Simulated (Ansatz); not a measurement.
`[Br][Al]1[CH2][CH2]1`. The species carries charge 0 and has multiplicity 1.

Cartesian coordinates in Å:
```
Br -1.542 -1.962 -2.392
Al -0.545 -0.693 -0.845
C -0.500 0.441 0.665
C 0.935 0.112 0.009
H -0.621 0.069 1.681
H -0.781 1.491 0.620
H 1.446 0.981 -0.401
H 1.608 -0.439 0.663
```

**Question.** What are the harmonic wavenumbers in cm⁻¹ at PBE0-D4/def2-TZVP (Ansatz, finite differences of forces, unscaled)? (Best estimate.)

**Answer.** The calculation gave: 125, 147, 250, 317, 623, 672, 677, 834, 912, 964, 1002, 1173, 1399, 1412, 3098, 3105, 3159, 3178.

**Question.** Is this a minimum?

**Answer.** Yes, all 18 modes are real.

**Question.** Give the ideal-gas thermochemistry at 298.15 K and 1 bar (rigid rotor, harmonic oscillator; point group C2v, symmetry number 2).

**Answer.** Zero-point energy 137.9 kJ/mol; H(298) − E = 155.3 kJ/mol; entropy 319.3 J/(mol·K), of which translation 170.0, rotation 105.5, vibration 43.8; G(298) − E = 60.0 kJ/mol.

**Question.** Rotational constants (cm⁻¹)?

**Answer.** 0.6714, 0.0458, 0.04359.
